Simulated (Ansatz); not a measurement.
Mulliken charges of CH4GeO2S (`[OH][Ge]1([SH])[CH2][O]1`) from ωB97M-V/def2-TZVPP in Ansatz (PBE0-D4/def2-TZVP geometry).

| atom | x (Å) | y (Å) | z (Å) | charge (e) |
| --- | --- | --- | --- | --- |
| O1 | -0.946 | 1.044 | 1.553 | -0.379 |
| Ge2 | -0.011 | 0.098 | 0.401 | 0.628 |
| S3 | 1.911 | -0.445 | 1.317 | -0.244 |
| C4 | -0.615 | -0.248 | -1.350 | -0.115 |
| O5 | -1.028 | -1.198 | -0.326 | -0.424 |
| H6 | -0.380 | 1.562 | 2.133 | 0.172 |
| H7 | 2.527 | -0.550 | 0.127 | 0.132 |
| H8 | 0.056 | -0.656 | -2.106 | 0.108 |
| H9 | -1.427 | 0.347 | -1.767 | 0.122 |

By hand: the dipole of these point charges (1 e Å = 4.8032 D).

Σ q r = (0.492, 0.478, -0.424) e Å, of length 0.806 e Å = 3.87 D.

How does the dipole of the full density compare? (An estimate is asked.)

Computed: (0.550, 0.434, -0.123) e Å, 3.42 D; the point charges give 1.13 times that, at 22° from its direction.

Point charges leave out the atoms' own dipoles, such as those of lone pairs, and Mulliken's split depends on the basis, so the two needn't agree.
